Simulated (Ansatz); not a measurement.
`CC(C)[Si]Cl`. The species carries charge 0 and has multiplicity 1.

Z-matrix (Å, degrees):
```
C
C 1 1.521
H 1 1.093 2 112.1
H 1 1.092 2 110.9 3 -120.3
H 1 1.095 2 110.8 3 120.0
C 2 1.534 1 112.0 3 -178.4
Si 2 1.903 1 118.1 3 59.2
H 2 1.100 1 109.2 3 -59.0
H 6 1.094 2 110.6 1 63.5
H 6 1.093 2 110.7 1 -56.1
H 6 1.097 2 112.9 1 -176.9
Cl 7 2.094 2 100.0 1 48.4
```

**Question.** List the harmonic frequencies (cm⁻¹, unscaled) at PBE0-D4/def2-TZVP in Ansatz. (Best estimate.)

**Answer.** The calculation gave: 43, 121, 162, 229, 234, 306, 417, 510, 596, 879, 924, 974, 996, 1085, 1187, 1250, 1323, 1386, 1408, 1474, 1483, 1494, 1497, 3008, 3020, 3034, 3083, 3099, 3116, 3124.

**Question.** Is this a minimum?

**Answer.** Yes, all 30 modes are real.

**Question.** Give the ideal-gas thermochemistry at 298.15 K and 1 bar (rigid rotor, harmonic oscillator; point group C1, symmetry number 1).

**Answer.** Zero-point energy 248.0 kJ/mol; H(298) − E = 269.9 kJ/mol; entropy 359.2 J/(mol·K), of which translation 167.1, rotation 114.5, vibration 77.6; G(298) − E = 162.8 kJ/mol. Modes under 100 cm⁻¹ are hindered rotations or soft bends, so the harmonic entropy is rough.

**Question.** Rotational constants (cm⁻¹)?

**Answer.** 0.1453, 0.06812, 0.0627.
